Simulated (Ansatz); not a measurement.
A short molecular-dynamics run on (CuCl)2 ring (Cu₂Cl₂).

```yaml
crystal:
  periodic: [false, false, false]
  atoms:
    - {symbol: Cu, position_ang: [0.381750, 1.072696, -0.044981]}
    - {symbol: Cl, position_ang: [0.744052, -0.189614, 1.796955]}
    - {symbol: Cu, position_ang: [-0.381628, -1.072513, 0.044951]}
    - {symbol: Cl, position_ang: [-0.744174, 0.189431, -1.796924]}
basis:
  gaussian: {orbitals: def2-SVP}
hamiltonian: {xc: {name: PBE}, dispersion: d3bj}
md: {timestep: 1 fs, n_steps: 15, ensemble: nvt_langevin, temperature: 700, initial_velocities: maxwell_boltzmann, friction: 0.01, seed: 372}
scf: {omitted_lower_state_checks: [starts]}
```

```sh
$ ansatz run in.yaml --threads 4 --pin off --events-out ev --progress --plain --max-ram 3916MiB
```

| step | time (fs) | potential energy (eV) | kinetic (eV) | T (K) |
| --- | --- | --- | --- | --- |
| 0 | 0.0 | -114286.1934 | 0.2714 | 525 |
| 1 | 1.0 | -114286.1928 | 0.2598 | 502 |
| 2 | 2.0 | -114286.1918 | 0.2647 | 512 |
| 3 | 3.0 | -114286.1907 | 0.2586 | 500 |
| 4 | 4.0 | -114286.1892 | 0.2322 | 449 |
| 5 | 5.0 | -114286.1877 | 0.2057 | 398 |
| 6 | 6.0 | -114286.1861 | 0.1777 | 344 |
| 7 | 7.0 | -114286.1840 | 0.1955 | 378 |
| 8 | 8.0 | -114286.1816 | 0.1674 | 324 |
| 9 | 9.0 | -114286.1793 | 0.1793 | 347 |
| 10 | 10.0 | -114286.1770 | 0.2270 | 439 |
| 11 | 11.0 | -114286.1749 | 0.2104 | 407 |
| 12 | 12.0 | -114286.1730 | 0.2026 | 392 |
| 13 | 13.0 | -114286.1713 | 0.2193 | 424 |
| 14 | 14.0 | -114286.1694 | 0.2309 | 447 |
| 15 | 15.0 | -114286.1674 | 0.1984 | 384 |

Velocities are drawn at the set temperature; a run this short doesn't reach equilibrium. Under Langevin dynamics the printed temperature counts 3N degrees of freedom, so it starts below the set value.

Frames (Å, forces in eV/Å):

```xyz
4
time=0.0 fs
Cu    0.382    1.073   -0.045    0.081    0.228   -0.009
Cl    0.744   -0.190    1.797    0.068   -0.017    0.164
Cu   -0.382   -1.073    0.045   -0.081   -0.228    0.009
Cl   -0.744    0.189   -1.797   -0.068    0.018   -0.164
4
time=1.0 fs
Cu    0.376    1.072   -0.043    0.100    0.252    0.000
Cl    0.751   -0.189    1.795    0.058   -0.021    0.160
Cu   -0.382   -1.073    0.045   -0.077   -0.242    0.015
Cl   -0.739    0.191   -1.798   -0.081    0.011   -0.174
4
time=2.0 fs
Cu    0.370    1.070   -0.042    0.118    0.278    0.008
Cl    0.757   -0.189    1.794    0.048   -0.027    0.156
Cu   -0.384   -1.073    0.045   -0.072   -0.256    0.024
Cl   -0.735    0.192   -1.800   -0.095    0.006   -0.188
4
time=3.0 fs
Cu    0.364    1.069   -0.040    0.137    0.302    0.018
Cl    0.764   -0.188    1.792    0.038   -0.034    0.150
Cu   -0.385   -1.073    0.045   -0.065   -0.269    0.035
Cl   -0.730    0.193   -1.801   -0.110    0.001   -0.204
4
time=4.0 fs
Cu    0.359    1.068   -0.038    0.154    0.327    0.025
Cl    0.771   -0.187    1.790    0.029   -0.040    0.150
Cu   -0.386   -1.073    0.045   -0.059   -0.283    0.044
Cl   -0.725    0.194   -1.802   -0.123   -0.004   -0.218
4
time=5.0 fs
Cu    0.355    1.067   -0.036    0.168    0.352    0.027
Cl    0.778   -0.186    1.789    0.022   -0.048    0.152
Cu   -0.387   -1.073    0.045   -0.055   -0.297    0.051
Cl   -0.721    0.195   -1.802   -0.135   -0.007   -0.230
4
time=6.0 fs
Cu    0.351    1.066   -0.034    0.181    0.377    0.028
Cl    0.785   -0.186    1.787    0.016   -0.055    0.155
Cu   -0.387   -1.073    0.045   -0.052   -0.313    0.057
Cl   -0.718    0.196   -1.802   -0.145   -0.010   -0.240
4
time=7.0 fs
Cu    0.346    1.063   -0.031    0.196    0.411    0.029
Cl    0.791   -0.186    1.786    0.012   -0.061    0.160
Cu   -0.387   -1.073    0.045   -0.054   -0.336    0.060
Cl   -0.715    0.197   -1.803   -0.154   -0.014   -0.248
4
time=8.0 fs
Cu    0.341    1.061   -0.029    0.212    0.450    0.028
Cl    0.796   -0.186    1.785    0.012   -0.066    0.172
Cu   -0.386   -1.073    0.046   -0.060   -0.366    0.058
Cl   -0.712    0.197   -1.803   -0.164   -0.018   -0.258
4
time=9.0 fs
Cu    0.337    1.059   -0.026    0.225    0.485    0.025
Cl    0.800   -0.187    1.784    0.012   -0.069    0.184
Cu   -0.386   -1.072    0.048   -0.067   -0.393    0.053
Cl   -0.710    0.198   -1.803   -0.171   -0.022   -0.261
4
time=10.0 fs
Cu    0.332    1.058   -0.023    0.237    0.516    0.020
Cl    0.806   -0.188    1.782    0.013   -0.070    0.195
Cu   -0.385   -1.072    0.050   -0.075   -0.421    0.044
Cl   -0.708    0.197   -1.804   -0.175   -0.025   -0.258
4
time=11.0 fs
Cu    0.327    1.056   -0.020    0.246    0.543    0.012
Cl    0.811   -0.191    1.781    0.013   -0.070    0.204
Cu   -0.384   -1.071    0.051   -0.082   -0.448    0.035
Cl   -0.705    0.195   -1.806   -0.177   -0.025   -0.251
4
time=12.0 fs
Cu    0.323    1.055   -0.017    0.254    0.562    0.006
Cl    0.817   -0.193    1.780    0.009   -0.069    0.207
Cu   -0.383   -1.071    0.053   -0.085   -0.468    0.028
Cl   -0.701    0.194   -1.808   -0.177   -0.026   -0.240
4
time=13.0 fs
Cu    0.319    1.055   -0.013    0.259    0.578   -0.003
Cl    0.822   -0.195    1.780    0.006   -0.069    0.210
Cu   -0.382   -1.071    0.054   -0.088   -0.483    0.019
Cl   -0.697    0.193   -1.809   -0.177   -0.026   -0.227
4
time=14.0 fs
Cu    0.314    1.054   -0.010    0.264    0.594   -0.011
Cl    0.828   -0.197    1.779    0.002   -0.067    0.212
Cu   -0.382   -1.071    0.056   -0.090   -0.501    0.012
Cl   -0.694    0.191   -1.811   -0.176   -0.026   -0.213
4
time=15.0 fs
Cu    0.310    1.054   -0.007    0.272    0.608   -0.012
Cl    0.834   -0.200    1.778   -0.004   -0.064    0.208
Cu   -0.381   -1.070    0.057   -0.090   -0.520    0.011
Cl   -0.690    0.189   -1.812   -0.178   -0.023   -0.207
```

Run time 20 s (4 threads of Arm Neoverse V1 on a shared host).
